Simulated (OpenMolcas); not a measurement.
# Levels of Au3+ by method

| Property | Result |
| --- | --- |
| Program | OpenMolcas |
| Basis | ANO-RCC-VTZP [8s7p5d3f1g] |
| Scalar Hamiltonian | DKH2, point nucleus |
| Active space | 8 electrons in 5 orbitals (5d) |
| State averaging | 2S+1 = 3 even, 10 roots; 2S+1 = 1 even, 15 roots kept (CI in the orbitals of an earlier block) |
| Spin-orbit coupling | RASSI with atomic mean-field integrals over the reference wave functions, term energies averaged over their components |

Methods on the same reference wave functions:
A. CASSCF
B. SS-CASPT2, IPEA 0.25 Eh, imaginary shift 0.1 Eh (closed shells correlated: 5s 5p)

Energies in cm-1 above 5d8 3F4, the measured ground level; measured values from Zainab et al., Astrophys. J. Suppl. Ser. 267, 12 (2023).

| Level | A | B | Measured |
| --- | --- | --- | --- |
| 5d8 3F4 | 0.0 | 0.0 | 0.0 |
| 5d8 3F3 | 12365 | 12500 | 12294 |
| 5d8 3P2 [52 %] | 20802 | 19090 |  |
| 5d8 3P0 | 23577 | 19660 | 18185 |
| 5d8 3P1 | 26426 | 23090 | 21490 |
| 5d8 1G4 | 29613 | 26710 | 25702 |
| 5d8 1S0 | 62795 | 56340 | 55278 |

Deviations, from unrounded energies. A percentage is the sum of absolute deviations over the sum of measured energies, with the sign that they share, or ± where signs differ.

| Against measurement | Levels | A | B |
| --- | --- | --- | --- |
| mean absolute deviation (cm-1) | 5 | 4400 | 1100 |
| fine structure of the ground term (%) | 1 | +0.6 | +1.7 |
| other terms of the ground configuration (%) | 4 | +18.0 | +4.3 |

B lies closest to measurement on these levels. The largest miss of B in the table is 5d8 3P1, by +1600 cm-1. The ranking rests on the paired levels alone, and a cruder setting can come out closer through cancelling errors.

From A to B the spin-free energies of the other terms of 5d8 shown, above 3F, scale by factors of 0.75 to 0.85, as is usual when dynamic correlation screens the repulsion within a d or f shell.

The lowest spin-free term lies below A's lowest term by 0.403 hartree in B.

CASPT2 does not keep the components of a term degenerate, so their means are used; among the terms shown or strongly mixed into the levels shown the widest spread is 730 cm-1 (5d8 1G, B). Terms from blocks run as CI alone lack orbitals of their own. Without dynamic correlation excited terms often stand tens of per cent too high (terms of higher spin than the ground term too low), and those without a measured partner can miss by more than the paired ones (holds for A). Computed and measured levels are paired by configuration, term and J; levels that our copy of the source lacks, or whose pairing is in doubt (as where it misses far off the trend of its configuration), stay unpaired and out of the deviations. Levels of configurations outside the active space are missing. Levels that lie high or do not pair safely by name in every column are left out.

A share in square brackets marks a mixed level and gives the weight of the term that names it, the lowest over the columns.
